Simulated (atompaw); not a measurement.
u(r) = r·R(r): atom against pseudo-atom (thallium (Tl))

Columns: radius, all-electron u(r) and pseudo u(r) of the 6s shell (level -10.16 eV) of thallium in the configuration [Xe] 4f14 5d10 6s1.75 6p1.25; LDA (PW92), scalar-relativistic, PAW (atompaw) scheme, atompaw 4.2.0.5.

```csv
r (bohr),all-electron,pseudo
0.112,-0.1421,0.0916
0.223,0.0883,0.1811
0.335,0.2182,0.2687
0.446,-0.0000,0.3518
0.558,-0.2409,0.4307
0.669,-0.3507,0.5030
0.781,-0.3273,0.5691
0.892,-0.2155,0.6273
1.004,-0.0594,0.6781
1.115,0.1049,0.7202
1.227,0.2603,0.7543
1.338,0.3936,0.7798
1.450,0.5036,0.7975
1.562,0.5888,0.8075
1.673,0.6507,0.8103
1.785,0.6932,0.8066
1.896,0.7185,0.7971
2.008,0.7299,0.7825
2.119,0.7299,0.7639
2.231,0.7209,0.7416
2.342,0.7050,0.7167
2.454,0.6836,0.6895
2.565,0.6586,0.6611
2.677,0.6306,0.6314
2.788,0.6011,0.6012
2.900,0.5703,0.5703
```

(1) How many radial nodes do the two functions have?

(2) Is the pseudo-wave norm-conserving?

Results:

(1) The all-electron 6s function has n − l − 1 = 5 (the table is too coarse to show those close to the nucleus); the pseudo-wave has 0, since the states of the same l below it are removed with the core.

(2) No, it belongs to a PAW set: the norm inside the radius is not constrained, and the difference is carried by the augmentation charge.
